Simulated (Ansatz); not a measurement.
Reaction (ligand exchange at a Ga–Cl bond): `CC1=CC(C)=[O+][Ga-]([F])([Cl])[O]1` + H–F → `CC1=CC(C)=[O+][Ga-]([F])([F])[O]1` + HCl

Computed with Ansatz on PBE0-D4/def2-TZVP structures; ΔE is electronic, products minus reactants. CCSD(T)/CBS adds triple-zeta CCSD(T) − MP2 to the extrapolated MP2 energy (def2 sets, frozen cores). This one scheme is used for every species. Functionals use def2-TZVPP. B3LYP here is the variant with VWN-RPA as its local correlation; programs differ in this. HSE06 is defined as in plane-wave codes. For Ga outer-core shells are correlated without core-valence functions, which leaves a few kJ/mol of doubt a bond. Scalar relativity is left out up to krypton.

| level | ΔE (kJ/mol) | difference from CCSD(T)/CBS |
| --- | --- | --- |
| LDA (SPW92) | 30.5 | -3.6 |
| PBE-D4 | 31.4 | -2.7 |
| revPBE-D4 | 32.7 | -1.4 |
| BLYP-D4 | 25.6 | -8.5 |
| r2SCAN-D4 | 28.7 | -5.4 |
| B97M-V | 27.0 | -7.1 |
| PBE0-D4 | 35.9 | 1.8 |
| B3LYP-D4 | 29.2 | -4.9 |
| r2SCANh-D4 | 30.7 | -3.4 |
| r2SCAN0-D4 | 33.4 | -0.7 |
| HSE06-D4 | 36.2 | 2.1 |
| BHLYP-D4 | 32.6 | -1.5 |
| CAM-B3LYP-D4 | 25.1 | -9.0 |
| ωB97X-V | 27.4 | -6.7 |
| ωB97M-V | 30.3 | -3.8 |
| B2PLYP | 25.5 | -8.6 |
| PBE | 27.3 | -6.8 |
| revPBE | 26.1 | -8.0 |
| BLYP | 17.9 | -16.2 |
| B3LYP | 22.7 | -11.4 |
| r2SCANh | 29.3 | -4.8 |
| r2SCAN0 | 31.9 | -2.2 |
| HSE06 | 32.6 | -1.5 |
| BHLYP | 26.0 | -8.1 |
| LC-ωPBE | 25.2 | -8.9 |
| RPA@PBE/def2-TZVPP | 24.6 | -9.5 |
| HF/def2-SVP | 23.7 | -10.4 |
| MP2/def2-SVP | 20.4 | -13.7 |
| CCSD/def2-SVP | 17.7 | -16.4 |
| CCSD(T)/def2-SVP | 18.3 | -15.8 |
| HF/def2-TZVPP | 26.8 | -7.3 |
| MP2/def2-TZVPP | 33.2 | -0.9 |
| SCS-MP2/def2-TZVPP | 27.5 | -6.6 |
| CCSD/def2-TZVPP | 27.9 | -6.2 |
| CCSD(T)/def2-TZVPP | 29.0 | -5.1 |
| HF/def2-QZVPP | 24.3 | -9.8 |
| MP2/def2-QZVPP | 35.3 | 1.2 |
| SCS-MP2/def2-QZVPP | 29.3 | -4.8 |
| HF/CBS(def2) | 24.0 | -10.1 |
| CCSD/CBS(def2) | 33.0 | -1.1 |
| CCSD(T)/CBS | 34.1 | 0 |

Largest T1 diagnostic among the species: 0.016.

At CCSD(T), def2-SVP lies −15.8 kJ/mol from the extrapolated value and def2-TZVPP −5.1 kJ/mol. Leaving LDA and LC-ωPBE aside and taking each functional with its dispersion term where it has one, the values spread over 11.1 kJ/mol, from CAM-B3LYP-D4 to HSE06-D4. LDA lies +3.2 kJ/mol from PBE without D4. The D4 term adds +6.5 kJ/mol with B3LYP and +3.8 kJ/mol with PBE0; it sums over pairs of atoms, weighted by their polarisabilities, and B3LYP, whose exchange is more repulsive, gets the larger term.

CCSD(T)/CBS has its own doubt, a few kJ/mol and more with outer-core shells, so smaller differences from it don't rank the levels.
